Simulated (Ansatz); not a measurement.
Question: Name a neutral molecule of F, O, Si and H with HOMO–LUMO gap (B3LYP/def2-TZVPP) between 6.70 and 7.00 eV and LUMO energy (B3LYP/def2-TZVPP) between -1.25 and -0.95 eV (Ansatz, PBE0-D4/def2-TZVP geometry).

Answer: `O[SiH](O)[SiH2]F` (6.73 eV, -1.06 eV); `O[SiH2][SiH2]F` (6.78 eV, -1.21 eV); `O[SiH2][SiH](O)F` (6.83 eV, -1.04 eV); `O[SiH2][SiH](F)F` (6.72 eV, -1.24 eV). Other molecules can fit too; these were computed, each in one conformer that needn't be the lowest.

B3LYP here is the variant with VWN-RPA as its local correlation; programs differ in this.
